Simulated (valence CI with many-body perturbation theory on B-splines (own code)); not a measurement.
Values are calculated unless marked as measured or tabulated.
**V¹⁰⁺: magnetic and hyperfine properties of the levels**

Level of theory: relativistic CI+MBPT: three valence electrons over a frozen Dirac-Fock core [Ne], a basis of 11 s, 11 p, 9 d, 7 f, 5 g, 2 h, 1 i functions for each j, with the one-electron correlation potential Σ1 (screened to all orders), the two-electron term Σ2, the three-electron term Σ3, Breit, model QED; selected single and double excitations, second order for the rest, scaled by the run's own slope (own B-spline code, finite nucleus).

No measured spectrum was set against this ion. As an estimate, levels of excited configurations hold to 0.05 to 0.15 % of their energy, terms of the ground configuration to about 0.5 %.

A/g_I is the dipole constant over the nuclear g factor μ/I (μ in nuclear magnetons, uniformly magnetised nucleus), B/Q the quadrupole constant per barn. Both hold the static response of the core; the bare values leave it out. Large factors of s and p1/2 electrons are usually good to 5 to 10 %; those of open d and f shells near neutrality can be off by tens of per cent, and small factors of p3/2, d and f electrons come from cancelling terms and can be off by a factor of two or in sign, in half-filled shells by more. B is blank for J = 1/2, where it vanishes, and for nearly pure S terms. Energies count from the lowest level.

Names give the largest LS component (configuration and term), which can be under half, so a name can repeat, a term be missing and a line seem to break the LS rules; names also repeat where a configuration has a term twice. Letters in brackets count levels of one name in rising energy.

```
               Level  E (cm⁻¹)      g  A/g_I (MHz)  A/g_I bare  B/Q (MHz/b)  B/Q bare
      3s2.3p 2P°_1/2         0  0.665        14100       13200                       
      3s2.3p 2P°_3/2      9705  1.333         2900        2820         5020      4730
       3s.3p2 4P_1/2    176060  2.666        27300       25900                       
       3s.3p2 4P_3/2    179790  1.733        12500       11900         4120      3890
       3s.3p2 4P_5/2    184950  1.597        13000       12300        -5130     -4840
       3s.3p2 2D_3/2    233000  0.801        -3190       -2890         6410      6050
       3s.3p2 2D_5/2    233800  1.203        12700       11900         9120      8610
       3s.3p2 2S_1/2    289120  1.883        46500       43400                       
       3s.3p2 2P_1/2    307050  0.787        12200       11300                       
       3s.3p2 2P_3/2    312160  1.332        -2360       -1960        -5080     -4800
       3s2.3d 2D_3/2    376860  0.799          232         361         1320      1310
       3s2.3d 2D_5/2    377650  1.200         1980        1990         1860      1850
         3p3 2D°_3/2    453050  0.814          968         906          461       449
         3p3 2D°_5/2    454440  1.200         5410        5200        -1490     -1390
         3p3 4S°_3/2    463830  1.982         -841        -155                       
         3p3 2P°_1/2    505910  0.665        11900       11000                       
         3p3 2P°_3/2    506850  1.305         1570        1700         -716      -673
    3s.3p.3d 4F°_3/2    507940  0.433        -5230       -4850         2480      2380
    3s.3p.3d 4F°_5/2    509950  1.029         3490        3390         2380      2300
    3s.3p.3d 4F°_7/2    512920  1.239         6090        5840         3500      3370
    3s.3p.3d 4F°_9/2    516980  1.333         6800        6500         6010      5770
    3s.3p.3d 4P°_5/2    547860  1.537         7910        7610         2350      2290
    3s.3p.3d 4P°_3/2    549520  1.468         6250        6100         1310      1250
    3s.3p.3d 4D°_1/2    550800  0.576       -10200       -9320                       
    3s.3p.3d 4P°_1/2    554700  2.092        22300       21000                       
    3s.3p.3d 4D°_3/2    555290  1.458         9340        8930        -1750     -1690
    3s.3p.3d 4D°_7/2    555410  1.428         8290        7930        -4220     -3930
    3s.3p.3d 4D°_5/2    555610  1.422         8270        7940        -2920     -2780
3s.3p.3d 2D°_3/2 [a]    567440  0.805        -6240       -5710        -2760     -2580
3s.3p.3d 2D°_5/2 [a]    567610  1.210         9860        9310        -3820     -3560
3s.3p.3d 2F°_5/2 [a]    592980  0.859         3940        3730         5050      4860
3s.3p.3d 2F°_7/2 [a]    600690  1.143          480         605         5910      5690
3s.3p.3d 2P°_3/2 [a]    644140  1.319         7620        7270         1040      1020
3s.3p.3d 2P°_1/2 [a]    647800  0.665       -11000      -10100                       
3s.3p.3d 2F°_7/2 [b]    649870  1.143         7370        6980         5820      5600
3s.3p.3d 2F°_5/2 [b]    651650  0.857        -3580       -3220         5010      4820
3s.3p.3d 2P°_1/2 [b]    668560  0.665         -688        -504                       
3s.3p.3d 2P°_3/2 [b]    669370  1.259         2780        2780         1480      1460
3s.3p.3d 2D°_3/2 [b]    672070  0.887         3230        3090        -3910     -3680
3s.3p.3d 2D°_5/2 [b]    673110  1.199        -1420       -1110        -3880     -3610
```

Question: Take the isotope of mass number 51, with I = 7/2, μ = 5.1464 μN and Q = -0.052 b. What is the hyperfine structure of 3s.3p2 4P_5/2?

Answer: From the table A = 19100 MHz, B = 267 MHz. Shifts from the centre of gravity in MHz: F = 1: -215000, F = 2: -177000, F = 3: -119000, F = 4: -43100, F = 5: 52500, F = 6: 167000.
